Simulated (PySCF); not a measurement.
Calculation: PySCF with PBE-D3(BJ)/def2-TZVP // B3LYP-D3(BJ)/def2-TZVP. Isolated molecules, 0 K electronic values unless said otherwise. Excitations are Tamm–Dancoff values on a coarser integration grid. The basis has no diffuse functions, so Rydberg states are missing or too high.

Reference species (SMILES): `NB(N)N` (neutral, multiplicity 1).

The HOMO comes out as -5.08 eV and the S1 excitation (TDA) is 5.24 eV.

Changed species: `BrB(Br)Br` (0 of 3 Br replaced by NH2; the reference has 3 of 3 Br replaced by NH2).

Q: Give the shifts of the HOMO and S1 excitation (TDA).

A: the HOMO decreases by 1.95 eV, to -7.03 eV; the S1 excitation (TDA) falls by 1.09 eV, to 4.15 eV.
